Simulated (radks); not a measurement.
Values are calculated unless marked as measured or tabulated.
Q: Valence configurations of Dy2+ (all share [Xe]). Level of theory: scalar-relativistic Kohn-Sham, LDA (Slater exchange, Perdew-Wang correlation), spin-polarised, spherical densities, finite nucleus; open shells are filled with parallel spins first (spin-orbit coupling, left out, can overturn this in heavy ions); Fermi nuclear charge, rms radius 5.2218 fm (a radial shooting solver on a logarithmic mesh with Libxc functionals). Order these by energy: 4f9.5 5d0.5; 4f8 6s2; 4f10; 4f9 6p1; 4f9.5 6s0.5; 4f7.5 6s2 6p0.5; 4f9.5 6p0.5; 4f9 5d0.5 6p0.5; 4f7 5d3; 4f9 5d1.

A: From the lowest, in eV above it: 4f10 0.000; 4f9.5 6s0.5 1.137; 4f9.5 5d0.5 1.317; 4f9.5 6p0.5 3.457; 4f9 5d1 3.507; 4f9 5d0.5 6p0.5 5.939; 4f9 6p1 8.578; 4f8 6s2 14.813; 4f7 5d3 23.117; 4f7.5 6s2 6p0.5 25.989. NIST lists [Xe] 4f10 as the ground configuration; this level of theory agrees among the configurations tried. The energies are those of spherical high-spin densities, not of single terms.
